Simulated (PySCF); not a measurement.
C6H12, SMILES C1CCCCC1 (connectivity only; charge and spin as stated), charge +1, multiplicity 2. Atoms are numbered in the order given.

```xyz
18

C      1.5164     0.2347     0.0000
C      0.6906    -0.2657     1.2234
C     -0.6906     0.2657     1.2234
C     -1.5164    -0.2347     0.0000
C     -0.6906     0.2657    -1.2234
C      0.6906    -0.2657    -1.2234
H      1.5850     1.3323     0.0000
H      2.5300    -0.1862     0.0000
H      1.2891     0.1524     2.0688
H      0.7216    -1.3629     1.2937
H     -0.7216     1.3629     1.2937
H     -1.2891    -0.1524     2.0688
H     -2.5300     0.1862     0.0000
H     -1.5850    -1.3323     0.0000
H     -1.2891    -0.1524    -2.0688
H     -0.7216     1.3629    -1.2937
H      0.7216    -1.3629    -1.2937
H      1.2891     0.1524    -2.0688
```
Charge +1, spin multiplicity 2.

Coordinates come from a PBE0-D3(BJ)/def2-SVP optimisation. The geometry has at least one imaginary mode, so it is a saddle point at that level. The spin state was assumed, not searched. Other conformers were not sampled.

These are PBE0-D3(BJ)/def2-SVP (PySCF) values and carry that method's errors.

No scaling factor is applied to the harmonic values.

| mode | ν (cm⁻¹) | IR (km/mol) | moving atoms (share of kinetic energy) |
|---|---|---|---|
| 1 | 223i | 0.0 | C 92 % |
| 2 | 216 | 29.9 | C 51 %, H 49 % |
| 3 | 252 | 0.5 | H 53 %, C 47 % |
| 4 | 393 | 0.0 | H 55 %, C 45 % |
| 5 | 407 | 0.0 | C 73 %, H 27 % |
| 6 | 467 | 337.7 | C 56 %, H 44 % |
| 7 | 478 | 0.0 | C 59 %, H 41 % |
| 8 | 595 | 664.6 | H 86 %, C 14 % |
| 9 | 718 | 36.5 | C 73 %, H 27 % |
| 10 | 772 | 0.0 | H 53 %, C 47 % |
| 11 | 798 | 0.0 | H 51 %, C 49 % |
| 12 | 829 | 0.0 | H 51 %, C 49 % |
| 13 | 839 | 21.9 | C 81 %, H 19 % |
| 14 | 852 | 89.3 | H 66 %, C 34 % |
| 15 | 877 | 57.9 | H 86 %, C 14 % |
| 16 | 967 | 0.0 | H 95 % |
| 17 | 983 | 91.7 | H 58 %, C 42 % |
| 18 | 1017 | 25.9 | H 82 %, C 18 % |
| 19 | 1020 | 0.0 | H 99 % |
| 20 | 1045 | 0.0 | H 81 %, C 19 % |
| 21 | 1055 | 1.3 | H 68 %, C 32 % |
| 22 | 1144 | 0.0 | C 59 %, H 41 % |
| 23 | 1153 | 0.0 | H 97 % |
| 24 | 1167 | 3.2 | H 79 %, C 21 % |
| 25 | 1183 | 12.4 | H 82 %, C 18 % |
| 26 | 1246 | 0.0 | H 76 %, C 24 % |
| 27 | 1258 | 0.0 | H 57 %, C 43 % |
| 28 | 1278 | 0.0 | H 81 %, C 19 % |
| 29 | 1310 | 0.1 | H 75 %, C 25 % |
| 30 | 1339 | 0.0 | H 83 %, C 17 % |
| 31 | 1356 | 24.4 | H 84 %, C 16 % |
| 32 | 1375 | 0.0 | H 88 %, C 12 % |
| 33 | 1436 | 0.0 | H 70 %, C 30 % |
| 34 | 1442 | 31.5 | H 71 %, C 29 % |
| 35 | 1458 | 21.1 | H 93 % |
| 36 | 1470 | 0.0 | H 84 %, C 16 % |
| 37 | 2895 | 0.0 | H 95 % |
| 38 | 2909 | 206.1 | H 95 % |
| 39 | 2915 | 457.1 | H 93 % |
| 40 | 2963 | 0.0 | H 93 % |
| 41 | 3112 | 15.1 | H 94 % |
| 42 | 3116 | 0.0 | H 94 % |
| 43 | 3132 | 19.9 | H 92 %, C 8 % |
| 44 | 3137 | 0.0 | H 91 %, C 9 % |
| 45 | 3147 | 0.0 | H 92 %, C 8 % |
| 46 | 3149 | 15.9 | H 92 %, C 8 % |
| 47 | 3195 | 0.1 | H 90 %, C 10 % |
| 48 | 3196 | 0.0 | H 90 %, C 10 % |
